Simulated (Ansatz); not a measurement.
Consider the ligand exchange at the Al–O bond: `[OH][Al]([Br])[Br]` + HBr → `[Br][Al]([Br])[Br]` + H₂O.

Gas-phase electronic energies from Ansatz, PBE0-D4/def2-TZVP geometries. CCSD(T)/CBS adds triple-zeta CCSD(T) − MP2 to the extrapolated MP2 energy (def2 sets, frozen cores). This one scheme is used for every species. Functionals use def2-TZVPP. B3LYP here is the variant with VWN-RPA as its local correlation; programs differ in this. For Br outer-core shells are correlated without core-valence functions, which leaves a few kJ/mol of doubt a bond. Scalar relativity is left out up to krypton. One conformer a species, not always the lowest.

| level | ΔE (kcal/mol) |
| --- | --- |
| ωB97X-V | -4.3 |
| PBE | -4.9 |
| B3LYP | -3.0 |
| SCS-MP2/def2-TZVPP | -4.2 |

What does CCSD(T)/CBS give? (Estimate.)

Computed: -6.0 kcal/mol. The listed levels differ from it by 1.7, 1.1, 3.0, 1.8 kcal/mol.

Largest T1 diagnostic among the species: 0.008.

Leaving LDA and LC-ωPBE aside and taking each functional with its dispersion term where it has one, the values, not all of them listed here, spread over 3.8 kcal/mol, from HSE06-D4 to CAM-B3LYP-D4. LDA lies +1.1 kcal/mol from PBE without D4. From PBE to PBE0 (25 % exact exchange), in def2-TZVPP and without D4, ΔE moves by −0.9 kcal/mol. At CCSD(T), def2-SVP lies +2.7 kcal/mol from the extrapolated value and def2-TZVPP +1.8 kcal/mol.
